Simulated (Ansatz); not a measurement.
Computed with Ansatz on PBE0-D4/def2-TZVP structures; ΔE is electronic, products minus reactants. CCSD(T)/CBS adds triple-zeta CCSD(T) − MP2 to the extrapolated MP2 energy (def2 sets, frozen cores). Functionals use def2-TZVPP. B3LYP here is the variant with VWN-RPA as its local correlation; programs differ in this. HSE06 is defined as in plane-wave codes. Elements past krypton have def2 core potentials. For Cd outer-core shells are correlated without core-valence functions, which leaves a few kJ/mol of doubt a bond. One conformer a species, not always the lowest.

Reaction (ligand exchange at the Si–O bond): `[NH2][Cd][O][SiH3]` + `NB(O)Cl` → `NB(Cl)O[SiH3]` + `[NH2][Cd][OH]`

```csv
level,ΔE (kcal/mol),difference from CCSD(T)/CBS
LDA (SPW92),5.8,-0.6
BLYP-D4,5.2,-1.2
r2SCAN-D4,6.8,0.4
B97M-V,7.2,0.8
B3LYP-D4,6.1,-0.3
r2SCANh-D4,7.1,0.7
HSE06-D4,7.0,0.6
CAM-B3LYP-D4,6.7,0.3
revPBE,6.6,0.2
CAM-B3LYP,7.0,0.6
HF/def2-SVP,11.8,5.4
MP2/def2-SVP,10.9,4.5
HF/def2-TZVPP,9.2,2.8
CCSD/def2-TZVPP,7.8,1.4
CCSD(T)/def2-TZVPP,7.6,1.2
MP2/def2-QZVPP,6.7,0.3
CCSD(T)/CBS,6.4,0
```

Question: What do rigid-rotor, harmonic-oscillator terms from PBE0-D4/def2-TZVP frequencies (298.15 K, 1 bar) make of the CCSD(T)/CBS value? (Estimate.)

Answer: Ansatz gave: ΔZPE = -0.6 kcal/mol, ΔH = +6.0 kcal/mol, ΔS = -7 J/(mol·K), ΔG = +6.4 kcal/mol. Modes under 50 cm⁻¹ make the entropy rough.

Largest T1 diagnostic among the species: 0.016.

From BLYP to BHLYP (50 % exact exchange), in def2-TZVPP and without D4, ΔE moves by +1.7 kcal/mol. Leaving LDA and LC-ωPBE aside and taking each functional with its dispersion term where it has one, the values, not all of them listed here, spread over 2.7 kcal/mol, from BLYP-D4 to PBE-QIDH. At CCSD(T), def2-SVP lies +4.0 kcal/mol from the extrapolated value and def2-TZVPP +1.2 kcal/mol.
